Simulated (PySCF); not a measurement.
# Bond energies at HF/def2-TZVPP beside a composite method

PySCF, lowest determinants of a PBE0 search. The composite is CCSD(T) extrapolated to the basis-set limit from two correlation-consistent sets, with core-valence (CV) and scalar-relativistic (SR) terms as its label shows; it has no spin–orbit coupling and nothing beyond (T).

| species | state (unpaired electrons) | De HF (eV) | De composite (eV) | composite | dissociates to |
| --- | --- | --- | --- | --- | --- |
| ZnI | doublet (σ ↑) | 1.25 | 1.22 | CCSD(T)/CBS(DT) | Zn + I |
| HBr | singlet (closed shell) | 2.82 | 4.06 | CCSD(T)/CBS(TQ)+CV | H + Br |
| CO | singlet (closed shell) | 7.59 | 11.26 | CCSD(T)/CBS(TQ)+CV+SR | C + O |
| BN | triplet (σ ↑, π ↑) | 2.29 | 4.54 | CCSD(T)/CBS(TQ)+CV+SR | B + N |
| BiH | triplet (π ↑↑) | 1.33 | 2.43 | CCSD(T)/CBS(DT) | Bi + H |
| GaCl | singlet (closed shell) | 3.63 | 4.84 | CCSD(T)/CBS(DT)+CV | Ga + Cl |
| BI | singlet (closed shell) | 2.22 | 3.75 | CCSD(T)/CBS(TQ)+CV | B + I |
| CF | doublet (π ↑) | 3.49 | 5.73 | CCSD(T)/CBS(TQ)+CV+SR | C + F |

Q: Does HF bind more or less than the composite, by how much on average, and where is the difference largest?

A: HF/def2-TZVPP binds less on average, method and basis taken together: the mean signed difference is -1.65 eV and the mean absolute one 1.66 eV; it is largest for CO (-3.67 eV).

The molecules are drawn from runs that passed checks on state, spin purity and fit, so the hardest cases are missing and the errors look smaller than over all diatomics.

Correlated steps freeze the inner cores (2 to 13 orbitals); shallow outer-core shells are correlated. UHF and ROHF references stand side by side, which adds small steps between rows. These are scalar-relativistic numbers at best; spin–orbit coupling would shift them, the dissociation energy most. Where the molecule has an RHF reference, its open-shell atoms are computed with UHF. The CCSD T1 diagnostic is raised in BI, BN, a sign that a single reference may not be enough there. States were picked by a PBE0 search and need not be the measured ground states.
